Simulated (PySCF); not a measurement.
Chlorine: a sound run and one with changed settings

Sound run: Cl⁺ [Ne] 3s2 3p4, Cl²⁺ [Ne] 3s2 3p3. Computed with PySCF 2.14 in aug-cc-pVDZ-DK, with scalar relativity by spin-free X2C-1e. The sound run starts from symmetry-adapted Hartree-Fock orbitals and uses a fine grid where one is needed.

Changed run: 6 angular points. This setting is unsound on purpose.

| species | method | sound run (hartree) | changed run (hartree) | converged |
| --- | --- | --- | --- | --- |
| Cl⁺ | UHF | -460.44602 | -460.44602 | yes |
| Cl⁺ | M06-2X | -461.07443 | -461.07681 | yes |
| Cl⁺ | MN15 | -461.14113 | -461.12803 | yes |
| Cl²⁺ | UHF | -459.61879 | -459.61879 | yes |
| Cl²⁺ | M06-2X | -460.20111 | -460.20111 | yes |
| Cl²⁺ | MN15 | -460.26483 | -460.26483 | yes |

Ionisation energy of Cl⁺:

```
method  sound run (eV)  changed run (eV)
   UHF          22.510            22.510
M06-2X          23.764            23.829
  MN15          23.845            23.489
```

A coarse angular grid integrates products of high-l functions wrongly, so density functionals can shift, and the SCF can exploit the error; Hartree-Fock and MP2 need no grid.

For comparison, NIST gives 23.814 eV between the lowest levels.
